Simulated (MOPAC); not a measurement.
Input for MOPAC: PM3 on Cl2H2Si (SMILES Cl[SiH2]Cl), a point of a bond scan (R = 2.573 Å).

```
PM3 1SCF PRECISE CHARGE=0 THREADS=1
Cl2H2Si

Cl    -1.67606876 1     0.43374004 1    -0.00367205 1
Si    -0.01146751 1    -0.76596349 1     0.02370896 1
Cl     1.68829371 1     0.38281595 1    -0.02160291 1
H     -0.02035354 1    -2.12263944 1     2.20942041 1
H     -0.03073375 1    -1.61675610 1    -1.17493812 1
```

Output:

```
*******************************************************************************
 **                                                                           **
 **                              MOPAC v23.2.5                                **
 **                                                                           **
 *******************************************************************************
 ** MOPAC's Digital Object Identifier: https://doi.org/10.5281/zenodo.6511958 **
 **                                                                           **
 ** Please cite the open-source release paper for use of this MOPAC version:  **
 ** J. E. Moussa and J. J. P. Stewart (2026)                                  **
 ** MOPAC: An open-source semiempirical molecular orbital program             **
 ** J. Open Source Softw., 11(119), 8025, https://doi.org/10.21105/joss.08025 **
 *******************************************************************************

                              PM3 CALCULATION RESULTS

 *******************************************************************************
 *  PM3        - The PM3 Hamiltonian to be used
 *
 *
 *
 *                 CHARGE ON SYSTEM = 0
 *
 *
 *
 *  PRECISE    - TIGHTER CRITERIA TO BE USED
 *  1SCF       - DO 1 SCF AND THEN STOP
 *  THREADS=1  - MULTI-THREADING NOT USED
 *  T=         - A TIME OF 172800.0 SECONDS REQUESTED
 *  DUMP=N     - RESTART FILE WRITTEN EVERY 7200.0 SECONDS REQUESTED
 *******************************************************************************
PM3 1SCF PRECISE CHARGE=0 THREADS=1
 Cl2H2Si

   ATOM   CHEMICAL          X               Y               Z
  NUMBER   SYMBOL      (ANGSTROMS)     (ANGSTROMS)     (ANGSTROMS)

     1      Cl         -1.67606876  *   0.43374004  *  -0.00367205  *
     2      Si         -0.01146751  *  -0.76596349  *   0.02370896  *
     3      Cl          1.68829371  *   0.38281595  *  -0.02160291  *
     4       H         -0.02035354  *  -2.12263944  *   2.20942041  *
     5       H         -0.03073375  *  -1.61675610  *  -1.17493812  *



          CARTESIAN COORDINATES

    NO.       ATOM           X           Y           Z

     1        Cl         -1.6761      0.4337     -0.0037
     2        Si         -0.0115     -0.7660      0.0237
     3        Cl          1.6883      0.3828     -0.0216
     4         H         -0.0204     -2.1226      2.2094
     5         H         -0.0307     -1.6168     -1.1749

  H: (PM3): J. J. P. STEWART, J. COMP. CHEM. 10, 209 (1989).
 Si: (PM3): J. J. P. STEWART, J. COMP. CHEM. 10, 209 (1989).
 Cl: (PM3): J. J. P. STEWART, J. COMP. CHEM. 10, 209 (1989).

           Empirical Formula: H2 Cl2 Si  =     5 atoms



      MOLECULAR POINT GROUP   :   Cs


      RHF CALCULATION, NO. OF DOUBLY OCCUPIED LEVELS = 10


 -------------------------------------------------------------------------------
 PM3 1SCF PRECISE CHARGE=0 THREADS=1
 Cl2H2Si



     1SCF WAS SPECIFIED, SO BFGS WAS NOT USED
     SCF FIELD WAS ACHIEVED


                              PM3 CALCULATION
                                                       MOPAC v23.2.5 Linux




          FINAL HEAT OF FORMATION =          7.84170 KCAL/MOL =      32.80967 KJ/MOL


          COSMO AREA              =        120.43 SQUARE ANGSTROMS
          COSMO VOLUME            =        108.13 CUBIC ANGSTROMS

          IONIZATION POTENTIAL    =          9.215655 EV
          HOMO LUMO ENERGIES (EV) =         -9.216 -1.829
          NO. OF FILLED LEVELS    =         10
          MOLECULAR WEIGHT        =        101.0073         POINT GROUP:  Cs

          MOLECULAR DIMENSIONS (Angstroms)

            Atom       Atom       Distance
            H     4   Cl     3     3.76487
           Cl     1    H     4     3.01015
            H     4    H     5     2.20970


          SCF CALCULATIONS        =          1





   ATOM   CHEMICAL          X               Y               Z
  NUMBER   SYMBOL      (ANGSTROMS)     (ANGSTROMS)     (ANGSTROMS)

     1      Cl         -1.67606876  *   0.43374004  *  -0.00367205  *
     2      Si         -0.01146751  *  -0.76596349  *   0.02370896  *
     3      Cl          1.68829371  *   0.38281595  *  -0.02160291  *
     4       H         -0.02035354  *  -2.12263944  *   2.20942041  *
     5       H         -0.03073375  *  -1.61675610  *  -1.17493812  *

                             CARTESIAN COORDINATES

   1   Cl       -1.676068760     0.433740040    -0.003672050
   2   Si       -0.011467510    -0.765963490     0.023708960
   3   Cl        1.688293710     0.382815950    -0.021602910
   4    H       -0.020353540    -2.122639440     2.209420410
   5    H       -0.030733750    -1.616756100    -1.174938120


           Empirical Formula: H2 Cl2 Si  =     5 atoms



      MOLECULAR POINT GROUP   :   Cs


                  EIGENVALUES
 -55.56233 -55.26461 -15.49731 -13.30175 -12.81927 -12.10550 -11.11447 -10.93624
 -10.67691  -9.21566  -1.82882  -0.22799   0.09413   1.33872


              NET ATOMIC CHARGES AND DIPOLE CONTRIBUTIONS

  ATOM NO.   TYPE          CHARGE      No. of ELECS.   s-Pop       p-Pop
    1         Cl          -0.291269        7.2913     1.96963     5.32163
    2         Si           0.792126        3.2079     1.06973     2.13814
    3         Cl          -0.291269        7.2913     1.96963     5.32163
    4          H          -0.064008        1.0640     1.06401
    5          H          -0.145579        1.1456     1.14558
 DIPOLE           X         Y         Z       TOTAL
 POINT-CHG.    -0.033    -2.274     0.268     2.290
 HYBRID         0.000     0.221    -0.567     0.609
 SUM           -0.033    -2.052    -0.300     2.074


          ATOMIC ORBITAL ELECTRON POPULATIONS

     Atom    s        px        py        pz
    1 Cl   1.96963   1.58405   1.77236   1.96522
    2 Si   1.06973   0.58876   0.71228   0.83710
    3 Cl   1.96963   1.56859   1.78812   1.96492
    4  H   1.06401
    5  H   1.14558

 **********************
 *                    *
 * JOB ENDED NORMALLY *
 *                    *
 **********************




 == MOPAC DONE ==
```

The run finished.

Cost: about 0.020 core-seconds (a rough figure).
